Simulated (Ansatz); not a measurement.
`CC1[CH2][AlH][SiH2]1` → `[CH2]1C[SiH2][AlH]1` + `[CH2]` (triplet)  (formal loss of a carbene)

Computed with Ansatz on PBE0-D4/def2-TZVP structures; ΔE is electronic, products minus reactants. CBS: MP2 limit from def2 TZ/QZ plus the TZ coupled-cluster correction, frozen cores. This one scheme is used for every species. Triplets are unrestricted, without spin–orbit coupling.

```
               species  HF/def2-TZVPP energy (Eh)
`CC1[CH2][AlH][SiH2]1`                 -649.71041
 `[CH2]1C[SiH2][AlH]1`                 -610.66390
     `[CH2]` (triplet)                  -38.93879
```

Question: Work out ΔE.

Answer: ΔE = (-610.66390) + (-38.93879) − (-649.71041) = 0.10772 Eh = +67.6 kcal/mol. CCSD(T)/CBS gives +104.2 kcal/mol.

Largest T1 diagnostic among the species: 0.012.

In def2-TZVPP, CCSD(T) changes the Hartree–Fock value by +33.9 kcal/mol (the triples alone add +2.9 kcal/mol) and MP2 by +37.4 kcal/mol. The D4 term adds +3.2 kcal/mol with B3LYP and +1.7 kcal/mol with PBE0; it sums over pairs of atoms, weighted by their polarisabilities, and B3LYP, whose exchange is more repulsive, gets the larger term. From PBE to PBE0 (25 % exact exchange), in def2-TZVPP and without D4, ΔE moves by −1.8 kcal/mol.

B3LYP here is the variant with VWN-RPA as its local correlation; programs differ in this.
